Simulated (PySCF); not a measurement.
C8H13 (charge +1).
SMILES with atom numbers: `[CH3:1][CH+:2]/[CH:3]=[CH:4]/[CH:5]1[CH2:6][CH2:7][CH2:8]1` (hydrogens: H9, H10, H11 on C1; H12 on C2; H13 on C3; H14 on C4; H15 on C5; H16, H17 on C6; H18, H19 on C7; H20, H21 on C8)

Jobs on this species (21 atoms, 60 electrons) with PySCF (density fitting). Hardware of each: one thread, Arm Neoverse N1 (shared host). Times come from a shared host and carry two figures at best.

Task: Rank these jobs by wall time, shortest first.
A. HF/pcSseg-1; shieldings, ring-centre shieldings; 201 basis functions
B. PBE0/def2-SVPD, IEF-PCM chloroform; 6 singlets by full TDDFT, polarisability; 264 basis functions
C. PBE0-D3(BJ)/def2-SVP, grid level 1; geometry optimisation from a GFN2-xTB start; 177 basis functions
D. PBE0/def2-SVPD; 10 singlets by full TDDFT, 4 Tamm–Dancoff triplets, polarisability, dynamic polarisability, ΔSCF ions; 264 basis functions

Result: A (24 s), B (78 s), C (4.2 min), D (11 min).

All jobs:

| level and settings | work | basis functions | SCF cycles | wall time |
| --- | --- | --- | --- | --- |
| HF/pcSseg-1 | shieldings, ring-centre shieldings | 201 | 12 | 24 s |
| PBE0/pcSseg-1 | shieldings, ring-centre shieldings, charges and field gradients | 201 | 14 | 50 s |
| PBE0/pcSseg-1, IEF-PCM chloroform | shieldings, ring-centre shieldings, charges and field gradients | 201 | 13 | 52 s |
| PBE0/def2-SVPD, IEF-PCM chloroform | 6 singlets by full TDDFT, polarisability | 264 | 13 | 78 s |
| PBE0-D3(BJ)/def2-SVP, grid level 1 | geometry optimisation from a GFN2-xTB start | 177 | 79 | 4.2 min |
| PBE0/def2-SVPD | 10 singlets by full TDDFT, 4 Tamm–Dancoff triplets, polarisability, dynamic polarisability, ΔSCF ions | 264 | 14 | 11 min |

Task: What do all jobs in the table cost together?

Result: About 19 min; the longest takes about 59 % of that, and about 28 times as long as the shortest.
